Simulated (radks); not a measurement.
The numbers below are computed, except where a source is named.
Task: Level of theory: Dirac Kohn-Sham, PBE, spin-unpolarised, spherical densities, point nucleus; open shells fill j = l - 1/2 first (a radial shooting solver on a logarithmic mesh with Libxc functionals). Each species is in its NIST ground configuration. Rank Co3+, Se3+, Ga3+, Cu3+, Cr3+, Ge3+, Fe3+, K3+, Kr3+, Ca3+, V3+, Ni3+, Sc3+, Br3+, Ti3+, As3+, Zn3+, Mn3+ by Delta-SCF ionisation energy (eV), largest first.

Result: Sc3+ 73.700, Ca3+ 68.273, Ga3+ 63.672, K3+ 62.884, Zn3+ 61.628, Cu3+ 59.539, Ni3+ 57.403, Co3+ 55.214, Fe3+ 52.966, Mn3+ 50.811, As3+ 50.647, Kr3+ 49.398, Cr3+ 48.405, Br3+ 46.462, Ge3+ 46.342, V3+ 45.914, Ti3+ 43.322, Se3+ 42.586.
